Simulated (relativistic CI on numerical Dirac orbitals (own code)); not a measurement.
# What each ingredient does to the levels of V XII

Base calculation: Dirac-Coulomb-Breit CI, separate exchange-only KLI orbitals for each configuration, model QED, unscaled Slater integrals.

Configuration list (outside the closed core [Ne]): 3s2, 3s 3p, 3p2, 3s 3d, 3d2, 3p 3d, 3p 4s, 3s 4s, 3s 4p, 3d 4s, 3s 4d, 3s 4f, 3s 5s, 3s 5p, 3s 5d, 4s2. Levels of other configurations are missing.

The lowest level and the first level of each name with at least 55 % of one term (blank where a level has no safe partner in the second run):

```csv
Level,Base (cm⁻¹),Shift (cm⁻¹)
3s2 1S_0,0,0
3s 3p 3P°_0,186991,-321
3s 3p 3P°_1,190175,-196
3s 3p 3P°_2,197344,+50
3s 3p 1P°_1,285712,-25
3p2 1D_2,445429,-92
3p2 3P_0,447347,-451
3p2 3P_1,451911,-276
3p2 3P_2,460222,+70
3p2 1S_0,530991,-96
3s 3d 3D_1,546908,+330
3s 3d 3D_2,547308,+423
3s 3d 3D_3,547936,+539
3s 3d 1D_2,624896,+345
3p 3d 3F°_2,745007,+74
3p 3d 3F°_3,749830,+326
3p 3d 3F°_4,755442,+590
3p 3d 1D°_2,758203,+403
3p 3d 3P°_2,792511,+265
3p 3d 3D°_1,793445,+163
3p 3d 3P°_0,799059,+311
3p 3d 3D°_3,799526,+500
```

At this charge energies of transitions that change n are usually good to better than 1 %, and those within a shell (Δn = 0) to a few per cent.

(1) One thing was changed in a second run, which moved the levels as shown. Which?
A. Breit term removed
B. QED terms removed
C. configuration mixing switched off

## Answers

(1) A. Breit term removed. The Breit term mainly narrows fine-structure intervals, so removing it widens them.

LS names give the leading component of a level, which can be under half, so a name can repeat, a term be missing and a line seem to break the LS rules.
